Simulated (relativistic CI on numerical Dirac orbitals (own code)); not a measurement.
**Electric-dipole lines of Mo¹⁴⁺**

Method of calculation: Dirac-Coulomb-Breit CI, separate exchange-only KLI orbitals for each configuration, model QED (radiative potential, 1s self-energy scaled to tabulated hydrogen-like ionisation energies), unscaled Slater integrals (own radial code, finite nucleus).

Configuration list (outside the closed core [Ne]): 3s²3p⁶3d¹⁰, 3s²3p⁶3d⁹4s, 3s²3p⁶3d⁹4p, 3s²3p⁶3d⁹4d, 3s²3p⁶3d⁸4s², 3s²3p⁶3d⁸4s4p, 3s²3p⁶3d⁹4f, 3s²3p⁶3d⁹5s, 3s²3p⁶3d⁸4p², 3s²3p⁵3d¹⁰4s, 3s²3p⁶3d⁹5p, 3s²3p⁶3d⁸4s4d, 3s²3p⁶3d⁹5d, 3s²3p⁵3d¹⁰4p, 3s²3p⁶3d⁸4p4d, 3s²3p⁶3d⁹5f, 3s²3p⁶3d⁹5g, 3s²3p⁶3d⁹6s, 3s²3p⁵3d⁹4s², 3s²3p⁶3d⁹6p, 3s²3p⁶3d⁸4d², 3s²3p⁶3d⁹6d, 3s²3p⁵3d¹⁰4d, 3s²3p⁵3d⁹4s4p, 3s3p⁶3d¹⁰4s, 3s²3p⁵3d⁹4p², 3s²3p⁵3d⁹4s4d, 3s3p⁶3d¹⁰4p, 3s²3p⁵3d¹⁰4f, 3s3p⁶3d⁹4s², 3s²3p⁵3d¹⁰5s, 3s²3p⁵3d⁹4p4d, 3s3p⁶3d⁹4s4p, 3s²3p⁵3d¹⁰5p, 3s3p⁶3d¹⁰4d, 3s²3p⁴3d¹⁰4s². Levels of other configurations are missing.

```csv
λ vac (Å),Lower,Upper,A (s⁻¹),gf,Branching (%)
29.395,3s²3p⁶3d¹⁰ ¹S0 [1],3s²3p⁶3d⁹5f ¹P°1 [131],5.97e+12,2.32e+00,98.8
35.242,3s²3p⁶3d¹⁰ ¹S0 [1],3s²3p⁶3d⁹4f ¹P°1 [55],7.16e+12,4.00e+00,99.1
73.780,3s²3p⁶3d⁹4s ³D3 [2],3s²3p⁵3d¹⁰4s ³P°2 [72],3.59e+11,1.47e+00,84.4
74.041,3s²3p⁶3d⁹4p ³F°3 [7],3s²3p⁵3d¹⁰4p ³D2 [95],4.45e+11,1.83e+00,82.6
74.052,3s²3p⁶3d⁹4p ³F°4 [10],3s²3p⁵3d¹⁰4p ³D3 [96],4.12e+11,2.37e+00,76.2
159.19,3s²3p⁶3d⁹4f ³H°6 [39],3s²3p⁶3d⁹5g ³I7 [122],2.43e+11,1.38e+01,99.9
159.72,3s²3p⁶3d⁹4f ³H°5 [40],3s²3p⁶3d⁹5g ¹I6 [121],2.35e+11,1.17e+01,96.9
159.86,3s²3p⁶3d⁹4f ³H°4 [49],3s²3p⁶3d⁹5g ³I5 [134],2.25e+11,9.48e+00,92.7
160.24,3s²3p⁶3d⁹4f ¹H°5 [50],3s²3p⁶3d⁹5g ³I6 [135],2.33e+11,1.17e+01,96.3
161.27,3s²3p⁶3d⁹4f ³F°3 [52],3s²3p⁶3d⁹5g ³F4 [137],1.86e+11,6.52e+00,77.7
161.72,3s²3p⁶3d⁹4f ³G°5 [45],3s²3p⁶3d⁹5g ³H6 [130],2.07e+11,1.06e+01,86.0
161.91,3s²3p⁶3d⁹4f ³G°4 [53],3s²3p⁶3d⁹5g ³H5 [141],2.18e+11,9.43e+00,90.9
162.25,3s²3p⁶3d⁹4f ¹F°3 [46],3s²3p⁶3d⁹5g ¹G4 [129],1.76e+11,6.23e+00,73.4
162.40,3s²3p⁶3d⁹4f ³G°3 [54],3s²3p⁶3d⁹5g ³H4 [140],1.85e+11,6.60e+00,77.3
232.03,3s²3p⁶3d⁹4p ³P°2 [6],3s²3p⁶3d⁹4d ³P2 [20],3.99e+10,1.61e+00,70.5
234.31,3s²3p⁶3d⁹4p ³F°2 [8],3s²3p⁶3d⁹4d ³G3 [29],3.28e+10,1.89e+00,56.7
237.07,3s²3p⁶3d⁹4p ³F°3 [7],3s²3p⁶3d⁹4d ³G4 [19],5.13e+10,3.89e+00,89.6
252.07,3s²3p⁶3d⁹4d ³G3 [29],3s²3p⁶3d⁹4f ³H°4 [49],5.30e+10,4.54e+00,93.8
252.29,3s²3p⁶3d⁹4p ³F°3 [15],3s²3p⁶3d⁹4d ¹G4 [31],4.90e+10,4.21e+00,97.2
252.34,3s²3p⁶3d⁹4d ³G4 [19],3s²3p⁶3d⁹4f ³H°5 [40],5.36e+10,5.63e+00,96.1
252.35,3s²3p⁶3d⁹4p ³F°4 [10],3s²3p⁶3d⁹4d ³G5 [22],4.96e+10,5.21e+00,100.0
253.17,3s²3p⁶3d⁹4p ³D°3 [14],3s²3p⁶3d⁹4d ³F4 [27],3.53e+10,3.05e+00,68.4
255.36,3s²3p⁶3d⁹4d ³G5 [22],3s²3p⁶3d⁹4f ³H°6 [39],5.39e+10,6.85e+00,100.0
255.62,3s²3p⁶3d⁹4d ¹G4 [31],3s²3p⁶3d⁹4f ¹H°5 [50],5.37e+10,5.78e+00,98.6
256.60,3s²3p⁶3d⁹4d ³F4 [27],3s²3p⁶3d⁹4f ³G°5 [45],4.55e+10,4.94e+00,82.6
346.99,3s²3p⁶3d⁹4s ³D3 [2],3s²3p⁶3d⁹4p ³D°3 [14],9.21e+09,1.16e+00,66.2
366.69,3s²3p⁶3d⁹4s ¹D2 [5],3s²3p⁶3d⁹4p ³F°3 [15],1.16e+10,1.64e+00,92.6
366.90,3s²3p⁶3d⁹4s ³D3 [2],3s²3p⁶3d⁹4p ³F°4 [10],1.23e+10,2.23e+00,100.0
422.52,3s²3p⁶3d⁹4s ³D3 [2],3s²3p⁶3d⁹4p ³P°2 [6],7.57e+09,1.01e+00,96.8
587.80,3s²3p⁶3d⁹5d ³G5 [78],3s²3p⁶3d⁹5f ³H°6 [102],1.48e+10,9.99e+00,22.8
```

Terms are leading LS components. Brackets give the number of a level in order of energy, since labels repeat. The list gives strong lines, with weight on those to low levels, without lines whose two gauges differ by over a factor of 2.5, among the lowest 400 of 2327 levels, so that lines to higher ones, which can be the strongest, are missing. Levels whose partners in the same complex of configurations lie outside the list can be far off, and so can their lines. Rates are taken at the computed energies, electric ones in the length gauge.

At this charge energies of transitions that change n are usually good to better than 1 %, and those within a shell (Δn = 0) to a few per cent.

Q: From the table, what is the radiative lifetime of 3s²3p⁶3d⁹5f ¹P°1?

A: The listed rates from this level add up to about 5.97e+12 s⁻¹, 99 % of its decay; with all channels τ = 1.66e-13 s.

LS names give the leading component of a level, which can be under half, so a name can repeat, a term be missing and a line seem to break the LS rules.
